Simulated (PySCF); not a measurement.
# Circular dichroism: `[H][As@OH27+]([H])([H])[Al@H-]([CH3])[NH]C`, C2H11AlAsN

Geometry:
```
atom   x (Å)   y (Å)   z (Å)
  C1  -1.578  -1.568   0.095
  N2  -1.104  -0.675  -0.952
 Al3  -0.016   0.756  -0.930
  C4  -0.175   2.410   0.175
 As5   1.749  -0.466   0.758
  H6  -1.265  -2.605  -0.083
  H7  -1.148  -1.244   1.050
  H8  -2.669  -1.553   0.189
  H9  -1.516  -0.949  -1.840
 H10   1.018   0.689  -2.093
 H11   0.790   2.934   0.197
 H12  -0.916   3.150  -0.144
 H13  -0.418   2.168   1.220
 H14   3.009  -0.305  -0.014
 H15   1.686  -1.901   0.373
 H16   2.546  -0.833   1.988
```

Method: PySCF 2.14.0, TDDFT CAM-B3LYP/aug-cc-pVDZ circular dichroism and optical rotation, one conformer, gas phase. Geometry: GFN2-xTB.

The molecule is flexible and this is one conformer; a measurement averages over conformers. The calculation is non-relativistic, which matters for the atoms heavier than Zn. Singlets 13 and 14 lie within 0.01 eV of each other, so their separate moments and overlaps can depend on how they mix.

(1) Assign R or S to each stereocentre.

(2) List the lowest 16 singlet excitations with oscillator and rotatory strengths.

Answers

(1) Al3 R.

(2) Rotatory strengths R in 10⁻⁴⁰ esu² cm², velocity form and length form (origin at the centre of mass); f in length form.
| state | E (eV) | λ (nm) | f | R (velocity) | R (length) | main |
| --- | --- | --- | --- | --- | --- | --- |
| 1 | 4.77 | 260 | 0.033 | +47.9 | +47.9 | HOMO→LUMO+1 0.60, HOMO→LUMO 0.26 |
| 2 | 5.01 | 248 | 0.016 | -2.6 | -3.0 | HOMO→LUMO+2 0.40, HOMO→LUMO 0.26 |
| 3 | 5.38 | 231 | 0.018 | +14.9 | +14.8 | HOMO→LUMO 0.24, HOMO→LUMO+2 0.23 |
| 4 | 5.64 | 220 | 0.002 | +5.8 | +5.8 | HOMO→LUMO+5 0.74, HOMO→LUMO+4 0.17 |
| 5 | 5.90 | 210 | 0.055 | -18.5 | -17.4 | HOMO→LUMO+3 0.67 |
| 6 | 6.03 | 205 | 0.023 | +15.0 | +14.7 | HOMO→LUMO+4 0.39, HOMO→LUMO+6 0.18 |
| 7 | 6.23 | 199 | 0.014 | -43.6 | -44.0 | HOMO−1→LUMO+1 0.57, HOMO−1→LUMO 0.24 |
| 8 | 6.43 | 193 | 0.018 | -23.6 | -23.6 | HOMO→LUMO+6 0.29, HOMO→LUMO+4 0.18 |
| 9 | 6.59 | 188 | 0.018 | -15.1 | -14.7 | HOMO→LUMO+7 0.48, HOMO→LUMO+2 0.09 |
| 10 | 6.69 | 185 | 0.020 | -7.9 | -8.2 | HOMO→LUMO+9 0.64, HOMO→LUMO+6 0.10 |
| 11 | 6.76 | 183 | 0.0004 | +0.5 | +0.1 | HOMO→LUMO+10 0.41, HOMO→LUMO+8 0.23 |
| 12 | 6.86 | 181 | 0.175 | +1.0 | +1.0 | HOMO−2→LUMO+1 0.51, HOMO−2→LUMO 0.20 |
| 13 | 6.90 | 180 | 0.013 | +21.7 | +22.1 | HOMO→LUMO+11 0.39, HOMO→LUMO+6 0.13 |
| 14 | 6.91 | 179 | 0.020 | +0.2 | +0.2 | HOMO→LUMO+8 0.44, HOMO→LUMO+10 0.24 |
| 15 | 7.03 | 176 | 0.030 | -44.0 | -43.0 | HOMO−1→LUMO 0.44, HOMO−1→LUMO+1 0.24 |
| 16 | 7.22 | 172 | 0.008 | -13.8 | -13.4 | HOMO−1→LUMO+2 0.30, HOMO−1→LUMO+5 0.25 |

Among the states computed, the strongest CD band (largest |R|) is state 1. The largest dissymmetry factor in size, g = 4R/(D+G), with D and G the electric and magnetic dipole strengths, is +0.031 for state 4 (velocity form, f = 0.002), among bands with |R| over 0.5. The mirror image has the same energies and oscillator strengths and all R with the opposite sign.
